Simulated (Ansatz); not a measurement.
The cluster GeO4 was relaxed with r2SCAN-D4 (def2-SVP) in Ansatz in these states: neutral quintet, neutral singlet, neutral triplet. The geometries follow in no particular order.

A:

```tsv
atom	x (Å)	y (Å)	z (Å)
Ge1	0.874	-0.715	0.088
O2	-0.453	0.155	-1.225
O3	0.170	1.144	0.628
O4	-0.591	1.262	-0.475
O5	0.000	-1.846	0.984
```

B:

```csv
atom,x (Å),y (Å),z (Å)
Ge1,-0.4647,0.5315,-0.1037
O2,1.0117,-0.2275,-0.8227
O3,-0.0886,-0.8283,1.0287
O4,1.0635,-1.2164,0.2373
O5,-1.5218,1.7407,-0.3397
```

C:

```xyz
5

Ge   -0.534   -0.331    1.353
O    -0.602   -0.272   -1.556
O     1.047   -0.976    1.060
O     0.395    0.201   -2.032
O    -0.307    1.378    1.175
```

Task: Judge from the bond lengths which geometry belongs to which state (an estimate).

Result: A is the neutral triplet (O3–O4 1.345 Å, Ge1–O2 2.060 Å, Ge1–O3 2.060 Å); B is the neutral singlet (O3–O4 1.451 Å, Ge1–O2 1.809 Å, Ge1–O3 1.809 Å); C is the neutral quintet (O3–O4 3.372 Å, Ge1–O2 2.910 Å, Ge1–O3 1.733 Å).

The neutral quintet has come apart into loosely held pieces.
